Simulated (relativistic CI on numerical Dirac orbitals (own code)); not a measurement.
## What each ingredient does to the levels of Se⁺

Base calculation: Dirac-Coulomb-Breit CI, separate exchange-only KLI orbitals for each configuration, a model potential for QED, valence Slater integrals scaled by 0.85, P86 correlation energy added to each configuration.

Configurations in the expansion (outside the closed core [Ar] 3d10): 4s²4p³, 4s4p⁴, 4s²4p²5s, 4s²4p²5p, 4s²4p²5d, 4s²4p²4d, 4p⁵, 4s²4p4d², 4s4p³4d, 4s²4p²6s, 4s²4p²6p, 4s²4p²4f, 4s²4p²7s, 4s²4p²6d, 4s²4p²7p, 4s²4p²5f, 4s²4p²5g, 4s²4p²7d. Levels of other configurations are missing.

The lowest level and the first level of each name with at least 55 % of one term (blank where a level has no safe partner in the second run):

```csv
Level,Base (cm⁻¹),Shift (cm⁻¹)
4s²4p³ ⁴S°3/2,0.0,0.0
4s²4p³ ²D°3/2,14101.1,-0.6
4s²4p³ ²D°5/2,14791.5,-1.2
4s²4p³ ²P°1/2,22284.7,+8.3
4s²4p³ ²P°3/2,23168.0,+8.1
4s4p⁴ ⁴P5/2,86970.6,+462.3
4s4p⁴ ⁴P3/2,88628.0,+465.0
4s4p⁴ ⁴P1/2,89475.3,+467.1
4s²4p²5s ⁴P1/2,101427.5,+1748.3
4s²4p²5s ⁴P3/2,102881.4,+1740.3
4s²4p²5s ⁴P5/2,104841.8,+1711.8
4s²4p²5s ²P1/2,104862.9,+1614.7
4s4p⁴ ²D5/2,106694.5,+692.2
4s²4p²4d ⁴F3/2,109781.2,+972.9
```

Correlation outside the listed configurations is missing or only estimated: errors of thousands of cm⁻¹ between configurations and terms are usual at this charge. Rates and lifetimes follow the computed energies and can be off by large factors. The fine structure of a lone outer electron comes out too small, for d and f at times inverted, and misplaced configurations move strength between like terms. 15 of the 15 excited levels that our extract of the measured tables holds in this range could be paired (the sources list more); they are missed by 3830 cm⁻¹ on average and 6167 at most, and levels without a partner can miss by more.

Task: One thing was changed in a second run, which moved the levels as shown. Which?
A. configuration mixing switched off
B. one mean potential for all configurations
C. self-excluded LDA correlation estimate
D. QED terms removed
E. Breit term removed
F. no correlation estimate

Result: C. Self-excluded LDA correlation estimate. A correlation estimate moves all levels of a configuration together before mixing; mixed levels move by a weighted share.

LS names give the leading component of a level, which can be under half, so a name can repeat, a term be missing and a line seem to break the LS rules.
